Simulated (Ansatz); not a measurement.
Ansatz (a quantum-chemistry and plane-wave program) input (CCSD(T)/STO-3G):

Ansatz 0.2 input:
```yaml
crystal:
  periodic: [false, false, false]
  atoms:
    - {symbol: Cr, position_ang: [0.22750457, -0.22640572, 0.26140648]}
    - {symbol: O, position_ang: [1.63015709, -0.75506695, -0.19819403]}
    - {symbol: O, position_ang: [-0.48751395, -1.06326647, 1.37790191]}
    - {symbol: Cl, position_ang: [-0.85889733, 1.17531792, -0.92420109]}
basis:
  gaussian:
    orbitals: STO-3G
magnetization: {spin_polarized: true, initial_magnetization: 1}
correlation: {method: ccsd_t, electrons: outside_noble_gas}
```

End of the output:

```
mean field evaluation 2: about -44434.8011 eV, gradient 8.3e1 eV
mean field evaluation 4: about -44476.4036 eV, gradient 3.3e1 eV
mean field evaluation 8: about -44482.1040 eV, gradient 2.2e0 eV
mean field evaluation 16: about -44483.0296 eV, gradient 9.5e0 eV
mean field evaluation 32: about -44420.1242 eV, gradient 4.6e1 eV
mean field evaluation 64: about -44442.2765 eV, gradient 3.8e1 eV
mean field evaluation 96: about -44480.9985 eV, gradient 2.3e0 eV
mean field evaluation 128: about -44484.9681 eV, gradient 1.7e-1 eV
mean field evaluation 160: about -44477.4929 eV, gradient 5.6e0 eV
mean field evaluation 192: about -44481.8638 eV, gradient 1.8e-2 eV
mean field evaluation 224: about -44484.2498 eV, gradient 4.1e0 eV
mean field evaluation 256: about -44480.5651 eV, gradient 9.3e0 eV
mean field evaluation 288: about -44483.4032 eV, gradient 3.7e-3 eV
mean field evaluation 320: about -44482.1909 eV, gradient 3.4e0 eV
mean field evaluation 352: about -44482.4645 eV, gradient 9.1e-2 eV
mean field evaluation 384: about -44482.1950 eV, gradient 7.1e-1 eV
mean field evaluation 416: about -44482.1712 eV, gradient 7.7e-1 eV
mean field evaluation 448: about -44481.8347 eV, gradient 1.0e0 eV
mean field evaluation 480: about -44481.9053 eV, gradient 1.2e0 eV
mean field evaluation 512: about -44483.4032 eV, gradient 2.8e-4 eV
mean field -44484.97011774 eV, -1634.7924988313 hartree, gradient 2.1e-6 eV, S^2 2.479260; 19 other end points of the search recorded, 0 dependent functions left out
determinant -44484.97011774 eV, -1634.7924988313 hartree, with singles and doubles -44491.92143001 eV, -1635.0479548453 hartree
determinant -44483.56762321 eV, -1634.7409581078 hartree, with singles and doubles -44491.48534675 eV, -1635.0319290811 hartree
determinant -44483.47351958 eV, -1634.7374998633 hartree, with singles and doubles -44490.08074171 eV, -1634.9803107980 hartree
determinant -44483.40322179 eV, -1634.7349164672 hartree, with singles and doubles -44491.93678258 eV, -1635.0485190419 hartree
determinant -44482.89265441 eV, -1634.7161534620 hartree, with singles and doubles -44490.86808215 eV, -1635.0092450254 hartree
determinant -44482.56735163 eV, -1634.7041988053 hartree, with singles and doubles -44488.41929517 eV, -1634.9192537638 hartree
determinant -44482.47134676 eV, -1634.7006706915 hartree, with singles and doubles -44488.39748871 eV, -1634.9184523911 hartree
determinant -44481.98765862 eV, -1634.6828954802 hartree, with singles and doubles -44488.39927663 eV, -1634.9185180960 hartree
determinant -44481.86379734 eV, -1634.6783436619 hartree, with singles and doubles -44491.72090434 eV, -1635.0405856629 hartree
determinant -44484.97011774 eV, -1634.7924988313 hartree, with singles and doubles -44492.56316663 eV, -1635.0715382313 hartree
determinant -44483.56762321 eV, -1634.7409581078 hartree, with singles and doubles -44492.44369557 eV, -1635.0671477506 hartree
determinant -44483.40322179 eV, -1634.7349164672 hartree, with singles and doubles -44492.66380930 eV, -1635.0752367812 hartree
determinant -44481.86379734 eV, -1634.6783436619 hartree, with singles and doubles -44491.80537170 eV, -1635.0436897811 hartree
determinant -44483.22526702 eV, -1634.7283767500 hartree, with singles and doubles -44491.82160420 eV, -1635.0442863143 hartree
16 core orbitals not correlated
reference -44484.97011774 eV, -1634.7924988313 hartree; 13, 12 occupied and 8, 9 virtual orbitals, 487 factors
second order -3.79429885 eV of doubles, -0.00000000 eV of singles
coupled cluster: 0.06 GiB planned
cycle   1  -7.59305134 eV  change   -2.5e-6 eV  update   4.7e-6
coupled cluster: 0.06 GiB planned
perturbative correction -0.50746545 eV, -0.0186490112 hartree
WARN: the results are in doubt because among natural orbitals full CI differs from the method by -0.159 eV
Total energy: -44493.07063453 eV, -1635.0901873326 hartree
In doubt: among natural orbitals full CI differs from the method by -0.159 eV
```

The spin state was set by rule; other spins were not relaxed.

The program attaches cautions to this result: large difference.

The determinant is spin-contaminated: <S^2> is 2.48 against 0.75 for a pure state.
